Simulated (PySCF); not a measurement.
PySCF input (M06-2X/def2-TZVPD):

```python
from pyscf import gto, scf, dft

mol = gto.M(
    atom='''
    Si    0.02254107    0.06363056    0.04483840
    C     1.52079635   -1.03988890    0.08653006
    C    -1.52243991   -0.78134480   -0.62193804
    O    -0.48552611    0.46134625    1.56847195
    O     0.45974667    1.35755438   -0.87850926
    H     1.30622747   -1.96062869    0.62966325
    H     2.35591777   -0.53501055    0.57367097
    H     1.82459568   -1.29126883   -0.93147990
    H    -1.32847142   -1.04312411   -1.66554917
    H    -2.38840948   -0.12039727   -0.58448295
    H    -1.74960090   -1.68763349   -0.06174165
    H    -0.11973724    2.12343250   -0.89507186
    ''',
    basis='def2-tzvpd',
    charge=0,
    spin=1,
    verbose=4,
)

mf = dft.UKS(mol, xc='m062x').density_fit(auxbasis='def2-universal-jkfit')
mf.grids.level = 4
mf.conv_tol = 1e-9
mf.max_cycle = 100
mf.max_memory = 1500
mf.kernel()
if not mf.converged:
    mf = mf.newton()
    mf.kernel(mf.make_rdm1())
for _ in range(2):
    mo, _, stable, _ = mf.stability(return_status=True)
    if stable:
        break
    mf.kernel(mf.make_rdm1(mo, mf.mo_occ))
mf.analyze()
```

End of the output:

```
Extra cycle  E= -520.399666900769  delta_E= -3.96e-10  |g|= 1.02e-05  |ddm|= 2.54e-05
converged SCF energy = -520.399666900769  <S^2> = 0.75462224  2S+1 = 2.0046169
uhf_internal: lowest eigs of H = [0.02305251 0.13220977 0.26783755]
<class 'pyscf.df.df_jk.DFUKS'> wavefunction is stable in the internal stability analysis
**** SCF Summaries ****
Total Energy =                        -520.399666900769489
Nuclear Repulsion Energy =             244.465214952824283
One-electron Energy =                -1201.959321176712820
Two-electron Energy =                  437.094439323119104
Two-electron Coulomb Energy =          488.651065916037055
DFT Exchange-Correlation Energy =      -51.556626592917965
HOMO-LUMO gap [eV] =                     6.726872050275667
**** MO energy ****
                             alpha | beta                alpha | beta
MO #1   energy= -67.0333771655188  | -67.0337662512831  occ= 1 | 1
MO #2   energy= -19.668686227916   | -19.6543141073594  occ= 1 | 1
MO #3   energy= -19.6289328248456  | -19.6290116233303  occ= 1 | 1
MO #4   energy= -10.5254838072026  | -10.5246228149917  occ= 1 | 1
MO #5   energy= -10.5210540305067  | -10.5206979813001  occ= 1 | 1
MO #6   energy= -5.56859851718718  | -5.56886942453958  occ= 1 | 1
MO #7   energy= -3.88045320210157  | -3.88087122483269  occ= 1 | 1
MO #8   energy= -3.87967976086246  | -3.87993711727996  occ= 1 | 1
MO #9   energy= -3.87880445660433  | -3.87923798234359  occ= 1 | 1
MO #10  energy= -1.13347387306987  | -1.13002934527984  occ= 1 | 1
MO #11  energy= -1.10588895519733  | -1.03427678419345  occ= 1 | 1
MO #12  energy= -0.806801093720841 | -0.803177036386554 occ= 1 | 1
MO #13  energy= -0.785606332537843 | -0.782728134529382 occ= 1 | 1
MO #14  energy= -0.627129895106378 | -0.625856003967847 occ= 1 | 1
MO #15  energy= -0.540696346607885 | -0.52220621919713  occ= 1 | 1
MO #16  energy= -0.510035767141003 | -0.492051609021656 occ= 1 | 1
MO #17  energy= -0.494830436345178 | -0.489680985205473 occ= 1 | 1
MO #18  energy= -0.49113663066539  | -0.470803382919382 occ= 1 | 1
MO #19  energy= -0.47126363119092  | -0.469111718603337 occ= 1 | 1
MO #20  energy= -0.464385140350799 | -0.45336873350694  occ= 1 | 1
MO #21  energy= -0.457797310899577 | -0.439143785551716 occ= 1 | 1
MO #22  energy= -0.443750061274758 | -0.407156402040384 occ= 1 | 1
MO #23  energy= -0.415570080182371 | -0.385458420836774 occ= 1 | 1
MO #24  energy= -0.405526771748637 | -0.365503650232009 occ= 1 | 1
MO #25  energy= -0.359404849716178 | -0.11219685945315  occ= 1 | 0
MO #26  energy= 0.000781551449281216 | 0.0010111054924333 occ= 0 | 0
MO #27  energy= 0.0283813252231163 | 0.0287412102511208 occ= 0 | 0
MO #28  energy= 0.0367325443433601 | 0.0392137240921137 occ= 0 | 0
MO #29  energy= 0.0488999913847791 | 0.0483337059905817 occ= 0 | 0
MO #30  energy= 0.06754756174358   | 0.0672165216432993 occ= 0 | 0
MO #31  energy= 0.070529019503397  | 0.0709069990894327 occ= 0 | 0
MO #32  energy= 0.0749313065959105 | 0.0749128408671651 occ= 0 | 0
MO #33  energy= 0.0872317160721366 | 0.0878368062454268 occ= 0 | 0
MO #34  energy= 0.089512863474795  | 0.0900106755828024 occ= 0 | 0
MO #35  energy= 0.0974808553124484 | 0.0976595221070987 occ= 0 | 0
MO #36  energy= 0.114019198364458  | 0.114359071075874  occ= 0 | 0
MO #37  energy= 0.118244935025137  | 0.118011865138894  occ= 0 | 0
MO #38  energy= 0.121883389409854  | 0.122713420516258  occ= 0 | 0
MO #39  energy= 0.123033875768448  | 0.123303429958823  occ= 0 | 0
MO #40  energy= 0.128779348610042  | 0.128530167238693  occ= 0 | 0
MO #41  energy= 0.131434500779695  | 0.131338046451053  occ= 0 | 0
MO #42  energy= 0.135040293828383  | 0.137989278843136  occ= 0 | 0
MO #43  energy= 0.15571332518945   | 0.154902470030746  occ= 0 | 0
MO #44  energy= 0.169664455665783  | 0.169424382479726  occ= 0 | 0
MO #45  energy= 0.179298052484814  | 0.181095692962041  occ= 0 | 0
MO #46  energy= 0.184068237217509  | 0.184768129398487  occ= 0 | 0
MO #47  energy= 0.198620492632225  | 0.19809184912503   occ= 0 | 0
MO #48  energy= 0.218716088211587  | 0.222746796347234  occ= 0 | 0
MO #49  energy= 0.224644657587989  | 0.224506254908627  occ= 0 | 0
MO #50  energy= 0.227522629319059  | 0.228532415394285  occ= 0 | 0
MO #51  energy= 0.236264546771559  | 0.239100807334588  occ= 0 | 0
MO #52  energy= 0.244148162007283  | 0.245259848674721  occ= 0 | 0
MO #53  energy= 0.254420609038971  | 0.25238792325407   occ= 0 | 0
MO #54  energy= 0.25694673902396   | 0.257096878032475  occ= 0 | 0
MO #55  energy= 0.260044176258785  | 0.261378581869775  occ= 0 | 0
MO #56  energy= 0.271064737978268  | 0.272207341789779  occ= 0 | 0
MO #57  energy= 0.275758439406389  | 0.277097892346519  occ= 0 | 0
MO #58  energy= 0.283977529201104  | 0.283232401381998  occ= 0 | 0
MO #59  energy= 0.28657071432621   | 0.286640801937958  occ= 0 | 0
MO #60  energy= 0.292994909702714  | 0.293903796193128  occ= 0 | 0
MO #61  energy= 0.294799006068203  | 0.29666696425061   occ= 0 | 0
MO #62  energy= 0.300982843131783  | 0.300554242594269  occ= 0 | 0
MO #63  energy= 0.308396926578168  | 0.308439084729746  occ= 0 | 0
MO #64  energy= 0.31052023237345   | 0.310873105540913  occ= 0 | 0
MO #65  energy= 0.317263042371892  | 0.317316225883168  occ= 0 | 0
MO #66  energy= 0.327511743229785  | 0.327855015303925  occ= 0 | 0
MO #67  energy= 0.339308478696573  | 0.339066143703123  occ= 0 | 0
MO #68  energy= 0.342885793828136  | 0.343259814603734  occ= 0 | 0
MO #69  energy= 0.347895151187378  | 0.347382291134352  occ= 0 | 0
MO #70  energy= 0.359336729625715  | 0.357293951404338  occ= 0 | 0
MO #71  energy= 0.365377429234576  | 0.365733276548836  occ= 0 | 0
MO #72  energy= 0.37540479703132   | 0.375451371474706  occ= 0 | 0
MO #73  energy= 0.388504472949175  | 0.388041847288724  occ= 0 | 0
MO #74  energy= 0.403387040767449  | 0.399873434584786  occ= 0 | 0
MO #75  energy= 0.406413912326643  | 0.405584523358738  occ= 0 | 0
MO #76  energy= 0.410778228887816  | 0.410202022820533  occ= 0 | 0
MO #77  energy= 0.415533855803833  | 0.415183914311489  occ= 0 | 0
MO #78  energy= 0.424919167956726  | 0.423719024425416  occ= 0 | 0
MO #79  energy= 0.426176560591127  | 0.425761383202831  occ= 0 | 0
MO #80  energy= 0.430175756649017  | 0.430353691033929  occ= 0 | 0
MO #81  energy= 0.454913914376054  | 0.450608409479502  occ= 0 | 0
MO #82  energy= 0.458178218805186  | 0.457522965629777  occ= 0 | 0
MO #83  energy= 0.469632137771132  | 0.471158045190748  occ= 0 | 0
MO #84  energy= 0.483101610016599  | 0.483002822607684  occ= 0 | 0
MO #85  energy= 0.486884072275708  | 0.487741191153128  occ= 0 | 0
MO #86  energy= 0.49510603496332   | 0.494601800832004  occ= 0 | 0
MO #87  energy= 0.504814522062525  | 0.503938587424176  occ= 0 | 0
MO #88  energy= 0.523206777814231  | 0.524509916682562  occ= 0 | 0
MO #89  energy= 0.533178670896065  | 0.533906667298001  occ= 0 | 0
MO #90  energy= 0.540169897663273  | 0.539090356268604  occ= 0 | 0
MO #91  energy= 0.564079556840416  | 0.562152265953681  occ= 0 | 0
MO #92  energy= 0.569490671130887  | 0.56585251130018   occ= 0 | 0
MO #93  energy= 0.578264797414427  | 0.57881368587226   occ= 0 | 0
MO #94  energy= 0.587758626143034  | 0.586078264109064  occ= 0 | 0
MO #95  energy= 0.598472823633702  | 0.596950295551033  occ= 0 | 0
MO #96  energy= 0.613375803413134  | 0.614313905269172  occ= 0 | 0
MO #97  energy= 0.621664612467603  | 0.619133888273749  occ= 0 | 0
MO #98  energy= 0.633852004499991  | 0.632015857093183  occ= 0 | 0
MO #99  energy= 0.651123400965382  | 0.65089152374143   occ= 0 | 0
MO #100 energy= 0.660765384923411  | 0.660242345208343  occ= 0 | 0
MO #101 energy= 0.675686160322455  | 0.674423905909101  occ= 0 | 0
MO #102 energy= 0.688032840422737  | 0.686154799054705  occ= 0 | 0
MO #103 energy= 0.69042757003297   | 0.690880971597677  occ= 0 | 0
MO #104 energy= 0.712377968394495  | 0.71335847753753   occ= 0 | 0
[...]
```

It need not be the lowest isomer of its formula.
